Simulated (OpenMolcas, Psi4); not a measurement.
## A ladder of methods for C2H3BFN (SMILES FB1C=NC1)

C2H3BFN: 8 atoms, total charge 0, spin state singlet. SMILES: `FB1C=NC1`. Geometry: relaxed at PBE0-D4/def2-TZVP.

```xyz
8

F     0.2132   -1.0073    1.9184
B    -0.0241   -0.3048    0.8362
C     0.3190    1.1285    0.3458
N     0.3039    0.7286   -0.8812
C    -0.3017   -0.6406   -0.6823
H     0.6565    2.1209    0.6339
H     0.2571   -1.4327   -1.1862
H    -1.3316   -0.6497   -1.0403
```

Each level gives the dipole moment (D). The values are calculated.

```json
{"level": "SVWN5/def2-SVP", "kind": "LDA", "program": "OpenMolcas", "value (D)": "0.62", "CPU time": "33 s"}
{"level": "PBE/def2-SVP", "kind": "GGA", "program": "OpenMolcas", "value (D)": "0.63", "CPU time": "48 s"}
{"level": "revPBE/def2-SVP", "kind": "GGA", "program": "OpenMolcas", "value (D)": "0.65", "CPU time": "48 s"}
{"level": "TPSS/def2-SVP", "kind": "meta-GGA", "program": "OpenMolcas", "value (D)": "0.69", "CPU time": "53 s"}
{"level": "r2SCAN/def2-SVP", "kind": "meta-GGA", "program": "OpenMolcas", "value (D)": "0.72", "CPU time": "52 s"}
{"level": "B3LYP-D3(BJ)/def2-SVP (density fitting)", "kind": "global hybrid", "program": "Psi4", "value (D)": "0.72", "CPU time": "15 s"}
{"level": "M06-2X/def2-SVP", "kind": "hybrid meta-GGA", "program": "OpenMolcas", "value (D)": "0.80", "CPU time": "54 s"}
{"level": "PBE0/def2-SVP", "kind": "global hybrid", "program": "OpenMolcas", "value (D)": "0.74", "CPU time": "44 s"}
```

The values span 0.62 to 0.80 D. Magnitudes only. Times are those of the runs behind each value, whatever else they computed, on shared processors of several kinds: orders of magnitude only.
